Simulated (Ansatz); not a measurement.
```xyz
11

C    -0.272    0.497   -1.646
Si    0.206    0.880    0.122
Sb    1.534   -1.110    1.081
S    -0.437   -2.546    1.083
H    -0.897    1.291   -2.059
H     0.615    0.396   -2.276
H    -0.831   -0.441   -1.688
H    -1.007    1.079    0.964
H     1.038    2.114    0.201
H     1.354   -0.538    2.686
H    -1.303   -1.622    1.533
```

Charge 0, multiplicity 1. Sb takes the def2 core potential.

**Question.** List the CAM-B3LYP/def2-TZVPP orbital energies in eV (Ansatz 0.2.0). (Best estimate.)

**Answer.** Ansatz gave: Occupied: -2419.64, -1801.08, -278.58, -217.66, -162.24, -162.17, -162.03, -157.68, -145.65, -109.56, -109.45, -109.35, -101.00, -100.97, -100.95, -37.57, -37.51, -37.42, -37.37, -37.31, -21.88, -21.48, -17.59, -15.61, -13.29, -13.22, -12.72, -11.18, -11.04, -10.44, -9.67, -8.58, -8.15. Lowest empty: -0.27, 0.55, 0.91, 1.57, 2.09, 2.76, 2.87, 3.13.
